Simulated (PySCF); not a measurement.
Simulated characterisation data

PySCF calculation with GIAO PBE0/pcSseg-1 shieldings, geometry from GFN2-xTB and J: B3LYP/pcJ-1; single conformer, equivalent nuclei averaged, no solvent model, non-relativistic.

References, each an isolated molecule treated in the same way: TMS for 1H (σref 31.72), 13C (σref 186.93). Multiplet labels drop J under 1 Hz and among equivalent protons, and merge close values. Unscaled 3J(H,H) run several per cent high. Splittings of carbon signals by F and P are missing where no couplings were computed. Where no couplings were computed, multiplicities follow the n + 1 count of equivalent neighbours, and m marks all less simple cases (inequivalent or close neighbours, rings, F or P nearby). One-bond C–F couplings are unscaled and too large by tens of Hz. Shifts are as computed. Against solution values, carbons near 30 ppm lie about +3 ppm off and those near 130 ppm about +5 ppm. Of 1211 compounds with measured shifts, 218 miss one by over three times the rms of a fit or turn the order of signals round; such compounds aren't used in these exercises.

Compound 1 (C3H2F2O). 1H NMR (400 MHz, computed): δ 9.88 (ddd, J = 3.4, 2.6, 1.1 Hz, 1H), 7.53 (ddd, J = 74.8, 3.4, 2.4 Hz, 1H). 13C{1H} NMR (computed): δ 188.3 (CH, dd, J = 43.6, 4.2 Hz), 158.2 (C, dd, J = 311.2, 20.6 Hz), 157.5 (CH, dd, J = 372.0, 63.2 Hz). Structure: SMILES O=C/C(F)=C\F.

Compound 2 (C6H5FO2). 1H NMR (400 MHz, computed): δ 5.94 (m, 1H), 5.93 (m, 1H), 5.74 (s, 1H), 5.66 (m, 1H), 5.42 (m, 1H). 13C{1H} NMR (computed): δ 167.2, 144.0, 135.8, 131.7, 120.1, 112.9. Structure: SMILES C=CC1=COC=C(F)O1.

Compound 3 (C6H4F3N3). 1H NMR (400 MHz, computed): δ 8.21 (m, 1H), 5.33 (d, 2H), 2.06 (t, 1H). 13C{1H} NMR (computed): δ 147.3, 131.3, 130.7, 83.8, 81.5, 40.9. Structure: `C#CCn1cc(C(F)(F)F)nn1`.

Compound 4 (C4H3F6NO2). 1H NMR (400 MHz, computed): δ 3.40 (s, 3H). 13C{1H} NMR (computed): δ 138.4 (C), 128.4 (C), 128.4 (C), 32.9 (CH3). Structure: `InChI=1S/C4H3F6NO2/c1-11-2(12-3(5,6)7)13-4(8,9)10/h1H3`.
